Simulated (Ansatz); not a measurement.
Ansatz (a program for electronic structure) input:

Ansatz 0.2 input:
```yaml
crystal:
  periodic: [false, false, false]
  atoms:
    - {symbol: C, position_ang: [1.36890104, -0.78767273, -0.20575247]}
    - {symbol: C, position_ang: [0.31369595, 0.26742299, -0.01218699]}
    - {symbol: F, position_ang: [0.66521317, 1.41081538, -0.70185638]}
    - {symbol: F, position_ang: [0.26941409, 0.62706014, 1.31379288]}
    - {symbol: C, position_ang: [-1.08860179, -0.09777161, -0.47035107]}
    - {symbol: O, position_ang: [-1.45156951, -1.32835526, 0.12982546]}
    - {symbol: H, position_ang: [1.09225876, -1.68395711, 0.34523785]}
    - {symbol: H, position_ang: [2.32178891, -0.40857192, 0.16091230]}
    - {symbol: H, position_ang: [1.45970645, -1.03200985, -1.26360670]}
    - {symbol: H, position_ang: [-1.75163970, 0.71994439, -0.17354091]}
    - {symbol: H, position_ang: [-1.07936769, -0.16804281, -1.56360020]}
    - {symbol: H, position_ang: [-2.40580724, -1.43327202, 0.07830890]}
basis:
  gaussian:
    orbitals: def2-TZVPD
hamiltonian:
  xc: {name: PBE0}
total_charge: -1
magnetization: {spin_polarized: true, initial_magnetization: 1}
```

Question: Predict the final energy.

Answer: -392.56772 Eh (PBE0/def2-TZVPD). The basis has 285 functions.

This state (charge -1, doublet) is run at the relaxed geometry of the species with charge 0 and multiplicity 1.
